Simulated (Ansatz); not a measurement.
Input for Ansatz (a first-principles code): R-CCSD(T)/cc-pV(Q+d)Z on BCl2F (SMILES FB(Cl)Cl). The basis file is the Basis Set Exchange's JSON of that set.

Ansatz 0.2 input:
```yaml
crystal:
  periodic: [false, false, false]
  atoms:
    - {symbol: B, position_ang: [-0.09212828, 0.02215641, -0.02276497]}
    - {symbol: Cl, position_ang: [1.09380185, 1.30146097, 0.07045726]}
    - {symbol: Cl, position_ang: [0.33278262, -1.64464445, 0.28215153]}
    - {symbol: F, position_ang: [-1.33455619, 0.32102707, -0.32984382]}
basis:
  gaussian:
    orbitals: cc-pV_Q+d_Z.json
magnetization: {spin_polarized: false}
correlation: {method: ccsd_t, electrons: outside_noble_gas}
scf: {lower_state_search: off}
```

Output:

```
WARN ansatz: RAYON_NUM_THREADS=4 ignored (pool sized by the plan → 4); use --threads N
Functional definition: HF
these checks for a lower state are left out or cut short: stability, starts, cluster_reference, orbital_swaps, neighbouring_geometries, increment
integrals: 1.37 GiB planned
1474 factors; integrals over basis functions are off by at most 9.9e-4 eV
mean field: 0.90 GiB planned
mean field evaluation 1: about -28389.9577 eV, gradient 2.8e1 eV
mean field evaluation 2: about -28390.0609 eV, gradient 2.8e1 eV
mean field evaluation 4: about -28391.6946 eV, gradient 2.2e0 eV
mean field evaluation 8: about -28391.7206 eV, gradient 2.2e-1 eV
mean field evaluation 16: about -28391.7208 eV, gradient 1.2e-6 eV
mean field -28391.72077388 eV, -1043.3764938406 hartree, gradient 1.2e-6 eV, S^2 0.000000; 0 other end points of the search recorded, 0 dependent functions left out
12 core orbitals not correlated
reference -28391.72077388 eV, -1043.3764938406 hartree; 12, 12 occupied and 214, 214 virtual orbitals, 1474 factors
second order -21.42110628 eV of doubles, -0.00000000 eV of singles
coupled cluster: 2.25 GiB planned
cycle   1  -21.63860433 eV  change   -2.2e-1 eV  update   8.8e-2
cycle   2  -22.04179425 eV  change   -4.0e-1 eV  update   2.6e-2
cycle   3  -22.13868921 eV  change   -9.7e-2 eV  update   1.3e-2
cycle   4  -22.12595918 eV  change    1.3e-2 eV  update   3.2e-3
cycle   5  -22.12355342 eV  change    2.4e-3 eV  update   1.4e-3
cycle   6  -22.12411221 eV  change   -5.6e-4 eV  update   4.1e-4
cycle   7  -22.12386275 eV  change    2.5e-4 eV  update   1.1e-4
cycle   8  -22.12386129 eV  change    1.5e-6 eV  update   2.6e-5
perturbative correction -0.94861250 eV, -0.0348608665 hartree
Total energy: -28414.79324767 eV, -1044.2243916132 hartree
Checks for a lower state left out: stability, starts, cluster_reference, orbital_swaps, neighbouring_geometries, increment
```

The calculation finished and met its thresholds.

Cost: very roughly 80 core-seconds.
